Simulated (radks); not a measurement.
Valence configurations of Pm+ (all share [Xe]). All-electron calculation, scalar-relativistic Kohn-Sham, PBE, spin-polarised, spherical densities, finite nucleus; open shells are filled with parallel spins first (spin-orbit coupling, left out, can overturn this in heavy ions); Fermi nuclear charge, rms radius 4.962 fm. Program: a radial shooting solver on a logarithmic mesh with Libxc functionals. Energies are relative to 4f5 6s1; eigenvalues in eV for spin up.

valence,E (eV),moment (Bohr magnetons),e(4f),e(5d),e(6p),e(6s)
4f5 6s1,0.000,6,-9.205,-,-,-8.683
4f4.5 5d0.5 6s1,1.256,6,-11.841,-8.387,-,-9.048
4f4.5 6s1.5,1.429,5,-12.937,-,-,-9.318
4f6,1.660,6,-3.701,-,-,-
4f4.5 6s1 6p0.5,2.669,6,-13.475,-,-6.446,-9.852
4f5 6p1,3.117,6,-10.359,-,-6.199,-
4f4 5d1 6s1,3.534,6,-14.713,-9.109,-,-9.377
4f4 6s1 6p1,7.146,6,-18.129,-,-7.270,-10.961
4f3 5d2 6s1,11.561,6,-21.005,-10.535,-,-9.928
4f3 6s1 6p2,22.315,6,-28.325,-,-8.737,-13.024

NIST lists [Xe] 4f5 6s1 as the ground configuration; this level of theory agrees among the configurations tried. The energies are those of spherical high-spin densities, not of single terms.
